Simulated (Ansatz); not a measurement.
The same path of GaH5O3 (9 atoms, charge 0, multiplicity 1) was run twice with different band settings. Lost on the way: Ga1–H2, H5–O6. Made: H2–H5.

Theory: RKS B3LYP-D4/def2-SVP (Ansatz).

Relaxed end points:

```xyz
9
Properties=species:S:1:pos:R:3
Ga -0.238 0.421 0.498
H -1.239 1.614 0.395
O -0.832 -1.314 0.334
O 1.336 0.432 1.372
H -0.401 0.370 -2.215
O 0.224 -0.002 -1.575
H -0.400 -1.932 0.939
H 1.673 1.310 1.590
H -0.124 -0.899 -1.338
```

```xyz
9
Properties=species:S:1:pos:R:3
Ga 0.400 -0.435 0.238
H -1.695 1.698 -0.583
O -0.758 -1.718 0.667
O 1.181 0.526 1.518
H -1.177 1.433 -1.076
O 0.800 -0.140 -1.478
H -0.901 -1.797 1.619
H 1.808 1.176 1.174
H 0.342 -0.742 -2.079
```

Common settings: movable images 7; climbing image yes; spring 5.0 eV/Å²; start path through a guess of the saddle point; force threshold 0.03 eV/Å; iteration limit 60; end points relaxed.

| run | optimiser | largest step |
| --- | --- | --- |
| 1 | quadratic models (default) | default |
| 2 | fire | 0.02 Å |

Task: What does each run give, and how far can it be trusted?

Result: Run 1: converged after 16 iterations, highest image 1.354 eV above the first end. A vibrational analysis at the climbing image gives one clearly imaginary mode, 1274i cm⁻¹: a first-order saddle point.
Run 2: not converged after 60 iterations, highest image 1.373 eV above the first end. The band didn't meet its force threshold, so its energies are provisional: the largest band force was still 0.10 eV/Å, and over the last iterations the top stayed at 1.37 eV.
The orbitals stay closed-shell, which can raise the energy where a bond breaks towards radicals; this wasn't checked here.
